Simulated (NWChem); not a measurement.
# C2H8O2Si; SMILES OCCO[SiH3]

```xyz
13

O     -0.3126    -2.9255    -0.0870
C      0.4903    -1.7573    -0.0093
C     -0.3609    -0.4882    -0.0237
O      0.5067     0.6367     0.0483
Si    -0.0476     2.2032    -0.0124
H     -0.7833    -3.0220     0.7552
H      1.1371    -1.7522     0.8809
H      1.1395    -1.7688    -0.8895
H     -0.9661    -0.4672    -0.9413
H     -1.0538    -0.4961     0.8342
H     -0.7791     2.4739    -1.2836
H     -0.9716     2.4976     1.1216
H      1.1486     3.0729     0.0770
```
Atoms are numbered in this order, from 1.

All runs use the structure optimised with B3LYP/6-31G* (spherical d).

Problem. Give the principal values of the shielding tensors (ppm) of O1, C2, C3, O4, Si5 from PBE0/pcSseg-1, GIAO (NWChem), with their diamagnetic and paramagnetic parts as GIAO splits them.

Solution. 
```csv
atom,σ11,σ22,σ33,isotropic,diamagnetic,paramagnetic
O1,280.5,288.7,351.9,307.0,389.4,-82.4
C2,85.0,106.3,162.0,117.7,243.7,-125.9
C3,83.8,95.6,161.9,113.8,246.7,-132.9
O4,290.3,332.9,344.8,322.7,397.0,-74.3
Si5,333.2,336.5,476.1,381.9,880.0,-498.0
```
